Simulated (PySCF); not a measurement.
C4H7BO2S2Si.
SMILES: `OB(O)C1=CC=C(S[SiH3])S1`

Torsions of this conformer, `[OH:1][B:2]([OH:3])[c:4]1[cH:5][cH:6][c:7]([S:8][SiH3:9])[s:10]1`: O1–B2–C4–C5 177°, C6–C7–S8–Si9 91°, H–O1–B2–O3 179°, H–O3–B2–O1 0°.

The closed-shell ground state was solved at several levels (PySCF, density fitting, gas phase, non-relativistic). Isolated species at its PBE0-D3(BJ)/def2-SVP geometry (one conformer only).

```tsv
level	basis functions	HOMO (eV)	LUMO (eV)	gap (eV)	dipole (D)
wB97X-D/pcSseg-1	226	-8.72	0.26	8.98	1.26
wB97X-D/def2-SVPD	280	-8.73	0.21	8.94	0.97
```

Question: What might PBE0/pcSseg-1 (226 basis functions) give for the same quantities?

Answer: HOMO -6.99 eV, LUMO -1.42 eV, gap 5.57 eV, dipole 1.17 D.

Question: Over all these levels, which gives the widest orbital gap and which the narrowest?

Answer: wB97X-D/pcSseg-1 (range-separated hybrid) has the widest, 8.98 eV, and PBE0/pcSseg-1 (global hybrid, 25 % exact exchange) the narrowest, 5.57 eV. The two share the basis. From the narrowest to the widest the HOMO moves by -1.73 eV and the LUMO by +1.68 eV.

Question: How far do the dipole and the HOMO energy spread over the levels?

Answer: The dipole runs from 0.97 to 1.26 D (mean 1.14 D) and the HOMO from -8.73 to -6.99 eV.
